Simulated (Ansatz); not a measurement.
Complex (SMILES): C (CH4) with [H][H] (H2), atoms 1 to 5 the first; geometry from B3LYP-D3(BJ)/def2-TZVP, monomers rigid:
```xyz
7

C     -0.1244    -0.1244     0.1342
H      0.5271     0.4868     0.7574
H     -0.8183    -0.6760     0.7670
H      0.4773    -0.8263    -0.4418
H     -0.6845     0.5170    -0.5450
H      1.8534     1.4427    -1.6637
H      2.3267     1.8195    -2.0969
```

The counterpoise-corrected interaction energy at MP2 with Ansatz (a quantum-chemistry and plane-wave program), in kcal/mol, split into its Hartree-Fock and correlation parts. Cores are frozen. No added dispersion term, no relativity. Functions are those of the species that has most.

```tsv
basis	X	functions	Hartree-Fock	MP2
aug-cc-pVDZ	2	77	0.19	-0.19
aug-cc-pVTZ	3	184	0.18	-0.24
aug-cc-pVQZ	4	356	0.18	-0.25
```

Worked estimate of the basis-set limit from each neighbouring pair, with Hartree-Fock from the larger set and the correlation part extrapolated as X^-3.
Correlation parts: X = 2: -0.38, X = 3: -0.42, X = 4: -0.43.
- (2,3): (27·(-0.42) - 8·(-0.38))/19 = -0.44; with Hartree-Fock 0.18 the estimate is -0.26 kcal/mol.
- (3,4): (64·(-0.43) - 27·(-0.42))/37 = -0.44; with Hartree-Fock 0.18 the estimate is -0.26 kcal/mol.
The last two estimates differ by 0.00 kcal/mol; the largest set lies 0.01 from the last. Over the last step Hartree-Fock moves by 0.00 and the correlation part by -0.01.
